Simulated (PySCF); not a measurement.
[Tc3O]+ (singlet). Method: PBE0/[O def2-SVP, Tc def2-SVP with ECP28], scalar-relativistic core potentials, density fitting, no spin–orbit coupling, PySCF.

Harmonic bands of its minimum:

```tsv
ω (cm⁻¹)	IR (km/mol)
252	8.5
265	0.9
349	0.6
414	5.1
609	0.3
727	79.2
```

Task: The central atom is O. Infer the point group and assign the bands.

Result: Cs. The modes span 4a' + 2a'': 252 a', 265 a'', 349 a', 414 a', 609 a'', 727 a'. The computed geometry has O–Tc 1.830 Å (×2), Tc–Tc 2.126 Å (×2), Tc–Tc 2.628 Å; O–Tc–Tc 44.1° (×2), O–Tc–Tc 85.8° (×2), Tc–O–Tc 91.8°, Tc–Tc–Tc 51.8° (×2), Tc–Tc–Tc 76.3°.

Stability towards spin polarisation was not tested. Only a few start shapes were tried, so a lower isomer may exist.
